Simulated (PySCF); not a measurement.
Si(OH)3(NH2) (H₅NO₃Si), SMILES [Si](O)(O)(O)N. Atoms are numbered in the order given.

```xyz
10

N      1.5912    -0.5831    -0.1390
Si    -0.0145     0.0095    -0.0161
O     -0.0285     1.2826     1.0504
O     -0.6131     0.5823    -1.4427
O     -1.0050    -1.2401     0.4486
H      1.7562    -1.4349    -0.6662
H      2.3433     0.0809    -0.2943
H      0.3730     1.1269     1.9102
H     -1.5121     0.9249    -1.4174
H     -0.7236    -1.7478     1.2153
```
Charge 0, spin multiplicity 1.

The structure is a stationary point at ωB97X-D3(BJ)/def2-SVP. A frequency run showed that this geometry is not a minimum. The values are those of a single conformer.

All values below come from PySCF with PBE/def2-TZVP.

Atomic charges (e):

```tsv
atom	Mulliken	meta-Löwdin
N1	-0.58	-0.75
Si2	0.60	1.45
O3	-0.47	-0.75
O4	-0.48	-0.74
O5	-0.47	-0.75
H6	0.23	0.24
H7	0.23	0.24
H8	0.31	0.35
H9	0.32	0.35
H10	0.31	0.35
```

Question: Give the Mayer and Wiberg (Löwdin basis) orders of the bonds. (Estimate from the structure and the level; the computed values follow.)

Answer: 
| bond | Mayer | Wiberg |
|---|---|---|
| N1–Si2 | 1.18 | 1.51 |
| Si2–O3 | 1.22 | 1.65 |
| Si2–O4 | 1.26 | 1.67 |
| Si2–O5 | 1.22 | 1.65 |
| N1–H6 | 0.92 | 0.95 |
| N1–H7 | 0.92 | 0.95 |
| O3–H8 | 0.88 | 1.02 |
| O4–H9 | 0.88 | 1.02 |
| O5–H10 | 0.88 | 1.02 |
